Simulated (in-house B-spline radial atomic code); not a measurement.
**BLYP excitations of the aluminium ion Al³⁺**

Method: BLYP. Computed with an all-electron radial atomic-structure program (B-spline basis): linear response of the closed shell [He] 2s2 2p6 with the functional's adiabatic kernel; non-relativistic, point nucleus, no spin-orbit coupling, no double excitations, S, P, D and F terms only. Only terms of natural parity with L up to 3 were computed.

Command:
```bash
python run_td.py task.json out
```
Settings (radii: box in bohr, nucleus in fm):
```
Z                        13
electrons                10
configuration            [He] 2s2 2p6
hamiltonian              nr
method                   b88,lyp
box_radius               23.08
intervals                51
```

Time taken, with all properties: 0.2 s on 1 thread of Arm Neoverse N1 (shared host).

The lowest states, in the order of their Tamm-Dancoff energies; the method's threshold (minus the highest occupied level) is 104.18 eV. Labels give the largest channel, * marks a mixed state, and oscillator strengths are full-response dipole values. Semilocal kernels can invert the small singlet-triplet splittings of Rydberg terms. Energies in eV:

| state | full response | Tamm-Dancoff | oscillator strength |
| --- | --- | --- | --- |
| 2p → 3s 3P | 69.98 | 69.99 | - |
| 2p → 3s 1P | 70.91 | 70.94 | 0.181 |
| 2p → 3p 3S | 76.82 | 76.85 | - |
| 2p → 3p 3D | 77.28 | 77.29 | - |
| 2p → 3p 1D | 78.00 | 78.00 | - |
| 2p → 3p 1S | 81.42 | 81.75 | - |
| 2p → 3d 3P | 86.61 | 86.62 | - |
| 2p → 3d 3F | 86.61 | 86.62 | - |
| 2p → 3d 1F | ? | ? | - |
| 2p → 3d 1P | 87.70 | 87.73 | 0.558 |
| 2p → 4s 3P | 90.06 | 90.06 | - |
| 2p → 4s 1P | 90.27 | 90.28 | 0.0333 |
| 2p → 4p 3S | ? | ? | - |
| 2p → 4p 3D | 92.30 | 92.30 | - |
| 2p → 4p 1D | 92.48 | 92.48 | - |
| 2p → 4p 1S | 93.44 | 93.54 | - |
| 2p → 4d 3P | 95.25 | 95.26 | - |
| 2p → 4d 3F | 95.26 | 95.26 | - |
| 2p → 4d 1F | 95.38 | 95.38 | - |
| 2p → 4d 1P | 95.67 | 95.68 | 0.194 |
| 2p → 4f 3D | 96.09 | 96.09 | - |
| 2p → 4f 1D | 96.09 | 96.09 | - |

Where does 2p → 4p 3S lie?

At 92.18 eV in full response, 92.19 eV in Tamm-Dancoff.

Where does 2p → 3d 1F lie?

At 86.96 eV in full response, 86.96 eV in Tamm-Dancoff.

How large is the singlet-triplet splitting of 2p → 3s (P terms) in Tamm-Dancoff?

0.942 eV, from the unrounded values.

What polarisabilities and dispersion coefficient does the method give?

Dipole 0.2837 bohr³, quadrupole 0.2466 bohr⁵, C6 0.2654 hartree·bohr⁶ for two such species.
